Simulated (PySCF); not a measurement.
CBrF3, SMILES FC(F)(F)Br (connectivity only; charge and spin as stated), charge +1, multiplicity 2.

The structure is a stationary point at PBE0-D3(BJ)/def2-SVP. A frequency run showed that this geometry is not a minimum. The multiplicity is an assumed one; other spin states were not compared.

Calculation: PBE0-D3(BJ)/def2-SVP (PySCF 2.14.0).

Frequencies are harmonic and unscaled.

Computed vibrational spectrum:
```
mode  ν (cm⁻¹)  IR (km/mol)  moving atoms (share of kinetic energy)
----  --------  -----------  --------------------------------------
1         210i          8.4                                  F 87 %
2          129         74.7                 Br 45 %, F 36 %, C 19 %
3          229          0.6                                  F 89 %
4          571          8.0                           F 91 %, C 9 %
5          571          6.8                           F 91 %, C 9 %
6          687        600.4                          C 65 %, F 34 %
7         1003        228.9                                  F 92 %
8         1486        418.0                          C 71 %, F 29 %
9         1552        368.8                          C 74 %, F 26 %
```
